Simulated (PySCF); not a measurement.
# Nuclear quadrupole coupling in `C[C@@H](CO)O[SiH2]CCl`

C₄H₁₁ClO₂Si.
Z-matrix (Å and degrees, GFN2-xTB geometry), rows numbered from 1:
```
C 
C   1  1.5229
C   2  1.5362  1  111.77
O   3  1.4014  2  111.61  1    62.60
O   2  1.4162  1  108.77  3   118.06
Si  5  1.6106  2  132.47  1   130.46
C   6  1.9191  5  112.50  2    57.91
Cl  7  1.7913  6  109.56  5   -63.22
H   1  1.0872  2  109.77  3   -52.10
H   1  1.0868  2  109.82  3  -171.92
H   1  1.0861  2  109.85  3    67.86
H   2  1.0950  1  110.20  3  -121.21
H   3  1.0913  2  110.30  1   -56.18
H   3  1.1000  2  108.52  1  -175.29
H   4  0.9667  3  107.01  2    45.84
H   6  1.4623  5  112.66  2   -62.04
H   6  1.4553  5   99.70  2   173.91
H   7  1.0884  6  113.13  5    55.09
H   7  1.0867  6  112.94  5   178.51
```

Field gradients from the PBE0/pcSseg-1 density (PySCF, non-relativistic), principal values in atomic units, ordered |Vxx| ≤ |Vyy| ≤ |Vzz|:

| atom | Vxx | Vyy | Vzz |
| --- | --- | --- | --- |
| O4 | 0.0978 | 1.8417 | -1.9395 |
| O5 | -0.5671 | -1.0567 | 1.6238 |
| Cl8 | -1.9663 | -2.0484 | 4.0147 |

Problem. Find the asymmetry η = (Vxx − Vyy)/Vzz and the couplings χ = eQV/h (234.96 MHz × Q in barn × V in au), with Q(17O) = −0.0256 b, Q(35Cl) = −0.0817 b.

Solution. 
```tsv
atom	environment	nucleus	η	χzz (MHz)	χxx (MHz)	χyy (MHz)
O4	alcohol oxygen	17O	0.90	11.67	-0.59	-11.08
O5	silyl ether oxygen	17O	0.30	-9.77	3.41	6.36
Cl8	alkyl chlorine	35Cl	0.02	-77.07	37.75	39.32
```

The gradient is axial or nearly so (η below 0.05) at Cl8. The tensor is traceless: Vxx + Vyy + Vzz = 0.

Problem. What is Vzz at O5 in SI units (1 au = 9.71736 × 10²¹ V/m²)?

Solution. 1.6238 au = 15.779 × 10²¹ V/m².

Problem. And the gradient at the other heavy atoms, for which no coupling is worked out here?

Solution. 
| atom | environment | Vzz (au) | η |
| --- | --- | --- | --- |
| C1 | methyl carbon | 0.071 | 0.53 |
| C2 | sp3 carbon bound to oxygen | 0.453 | 0.08 |
| C3 | carbinol carbon (C–OH) | 0.326 | 0.26 |
| Si6 | oxygen-bound silicon | -0.393 | 0.88 |
| C7 | sp3 C–Cl carbon | 0.524 | 0.24 |

Were the hydrogens deuterons (Q(2H) = 0.00286 b), χzz would run from 107 kHz (H16) to 301 kHz (H15).

Isolated species at its GFN2-xTB geometry (one conformer only). GFN2-xTB bond lengths can be off by several hundredths of an ångström, more for odd bonds, and the gradients follow them. These gradients aren't converged with respect to the basis.
